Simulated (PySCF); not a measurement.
**Question.** Give a PBE0-D3(BJ)/def2-SVP geometry of `CC1=C(F)C(Cl)=C[Se]1`.

**Answer.** 
```xyz
12
C5H4ClFSe angstrom
C     -2.0666   -0.1450    0.0146
C     -0.5818   -0.2480    0.0213
Se     0.3473   -1.8558    0.2356
C      1.9364   -0.9044    0.1172
C      1.6979    0.4251   -0.0558
Cl     2.9187    1.6256   -0.2043
C      0.3087    0.7767   -0.1066
F     -0.0644    2.0398   -0.2702
H     -2.5217   -0.8105   -0.7350
H     -2.4993   -0.3994    0.9953
H     -2.3581    0.8870   -0.2253
H      2.9082   -1.3891    0.1833
```

Any rigid rotation of these coordinates is as good. Atoms count from 1 in this order. Of the pairs four or more bonds apart, F8···H11 is among the closest relative to their van der Waals radii: 2.57 Å, 96 % of the sum of Bondi's values. The 5-membered ring C2–Se3–C4–C5–C7 has internal angles of 88.7° to 116.4° (sum 540°, against 540° for a flat polygon); it is planar, 0.00 Å rms from its mean plane, widest ring torsion 0°. The C–C distances run from 1.362 Å (C4–C5, aromatic) to 1.488 Å (C1–C2, drawn single), a spread of 0.126 Å. The 8 heavy atoms lie in one plane (0.003 Å rms).

Bonds between heavy atoms (Å): C1–C2 1.488, C2–Se3 1.869, Se3–C4 1.856, C4–C5 1.362, C5–Cl6 1.719, C5–C7 1.434, C7–F8 1.327, C2–C7 1.364.

Method used: PBE0-D3(BJ)/def2-SVP geometry optimisation, gas phase in PySCF 2.14.0.

Point group: near Cs, missed by 0.18 Å at most; the miss may be what the optimiser left on a soft mode. Stationary, but not proved a minimum.
